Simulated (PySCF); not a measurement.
FeO₄, SMILES [O]=[Fe](=[O])(=[O])=[O], multiplicity 1.

The structure is a stationary point at PBE0-D3(BJ)/def2-SVP. The spin state was assumed, not searched.

The numbers are results of CAM-B3LYP/def2-TZVP run with PySCF, not measurements.

The molecule is in vacuum.

Computed frontier levels, gap, dipole moment and polarisability:
The highest occupied level is -11.57 eV and the lowest empty level comes out as -5.41 eV. The orbital gap is 6.16 eV, the dipole moment comes out as 0.000 e·Å and the quadrupole, principal values (traceless, Buckingham form, about the centre of nuclear charge) comes out as 0.00, 0.00, 0.00 D·Å. The mean static polarisability is 43.3 bohr³ (6.42 Å³) and the polarisability, principal values is 43.3, 43.3, 43.3 bohr³.
